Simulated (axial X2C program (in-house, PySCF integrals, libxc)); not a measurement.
**CoP⁻: from the spin-free to the two-component result**

All values were computed with an in-house all-electron X2C program for linear molecules (integrals from PySCF). Spin-free means the one-electron spin-free X2C Hamiltonian; two-component (2c) means X2C with spin–orbit coupling and atomic mean-field two-electron Coulomb and Gaunt terms, so the difference of the two also holds small scalar two-electron terms. Basis: Co dyall-acv3z [10s11p7d4f2g], P dyall-av3z [9s8p3d2f] (cores contracted in-house); Gaussian nuclei, density fitting, unrestricted open shells. Masses: Co 58.933 u, P 30.974 u.

Spin-free state: M_S = 3/2, Λ = 2 (beyond evenly filled blocks: π+α, π-α, δ+α, δ+β, δ-α); fragments Co- + P.

| level | Re (Å) | ωe (cm⁻¹) | De (eV) | μ (D) |
| --- | --- | --- | --- | --- |
| PBE | 2.009 | 492.1 | 3.719 | -2.96 |

Dipoles are positive if P is the positive end and refer to the centre of mass.

Two-component determinant lowest at the distance of the search:

Ω = 7/2 (⟨Sz⟩ = 1.50, ⟨Lz⟩ = 2.00 at PBE); fragments Co- + P.

| level | Re (Å) | ωe (cm⁻¹) | μ (D) |
| --- | --- | --- | --- |
| PBE | 2.009 | 491.7 | -2.96 |

(1) From the two tables, how do the constants change at the PBE level (2c against spin-free)?

The state is a single determinant with fixed occupations, the lowest that a limited PBE0 search found. De is counted from the lowest determinant-based energies of the atoms at the same level, without counterpoise correction. De is not given where an atomic determinant may have missed its ground term or J level, or where the truncated virtual space spoils (T). Density functionals use the spin component along the axis (collinear). PBE0 can misorder states that lie within some tenths of an eV, so this need not be the ground state of the molecule. The nearest other spin-free determinant of the search, M_S = 1/2, Λ = 2, lies 0.45 eV up at the distance of the search. The functionals have no current-density term, which raises determinants with orbital currents, atoms included. With several unpaired electrons one determinant need not be a pure state. The highest occupied level of some functionals is positive through self-interaction error; at Hartree–Fock it is bound.

Answers

(1) At the PBE level Re is unchanged within 0.001 Å and ωe drops by 0.4 cm⁻¹.
